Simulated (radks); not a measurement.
Results of a calculation; reference values are marked as such.
Question: The bismuth ion Bi3+, configuration [Xe] 4f13 5d10 6s2 6p1 (not the ground configuration). Level of theory: scalar-relativistic Kohn-Sham, LDA (Slater exchange, Perdew-Wang correlation), spin-polarised, spherical densities, point nucleus; open shells are filled with parallel spins first (spin-orbit coupling, left out, can overturn this in heavy ions) (a radial shooting solver on a logarithmic mesh with Libxc functionals). Some entries of the table are withheld. Estimate them.

| orbital | occ. | eigenvalue (hartree) | <r> (bohr) | <r^2> (bohr^2) |
|---|---|---|---|---|
| 1s up | 1 | -3332.013 | 0.01579 | 0.0003463 |
| 1s down | 1 | -3332.012 | 0.01579 | 0.0003463 |
| 2s up | 1 | -600.2955 | 0.06650 | 0.005247 |
| 2s down | 1 | -600.2930 | 0.06650 | 0.005247 |
| 2p up | 3 | -513.8633 | 0.06056 | 0.004489 |
| 2p down | 3 | -513.8609 | 0.06056 | 0.004488 |
| 3s up | 1 | -146.4381 | 0.1717 | 0.03373 |
| 3s down | 1 | -146.4042 | 0.1717 | 0.03372 |
| 3p up | 3 | -121.7548 | 0.1738 | 0.03505 |
| 3p down | 3 | -121.7201 | 0.1738 | 0.03504 |
| 3d up | 5 | -96.94705 | 0.1576 | 0.02904 |
| 3d down | 5 | -96.91966 | 0.1575 | 0.02903 |
| 4s up | 1 | -35.01199 | 0.3763 | 0.1598 |
| 4s down | 1 | -34.95942 | 0.3764 | 0.1598 |
| 4p up | 3 | -26.89510 | 0.4014 | 0.1830 |
| 4p down | 3 | -26.84501 | 0.4015 | 0.1831 |
| 4d up | 5 | -17.63614 | 0.4202 | 0.2036 |
| 4d down | 5 | -17.58767 | 0.4204 | 0.2037 |
| 4f up | 7 | -7.45437 | 0.4339 | 0.2238 |
| 4f down | 6 | -7.40414 | 0.4344 | 0.2244 |
| 5s up | 1 | -7.26632 | 0.8187 | 0.7504 |
| 5s down | 1 | -7.24799 | 0.8194 | 0.7517 |
| 5p up | 3 | -4.92209 | 0.9290 | (1) |
| 5p down | 3 | -4.90780 | 0.9297 | (2) |
| 5d up | 5 | -2.29062 | 1.172 | 1.577 |
| 5d down | 5 | -2.27775 | 1.171 | 1.571 |
| 6s up | 1 | -1.61428 | 1.946 | 4.223 |
| 6s down | 1 | -1.58720 | 1.940 | 4.202 |
| 6p up | 1 | (3) | 2.365 | 6.244 |
| 6p down | 0 | (4) | 2.368 | 6.273 |

Answer: 
(1) 5p up <r^2> (bohr^2): 0.9718
(2) 5p down <r^2> (bohr^2): 0.9729
(3) 6p up eigenvalue (hartree): -1.12395
(4) 6p down eigenvalue (hartree): -1.09327
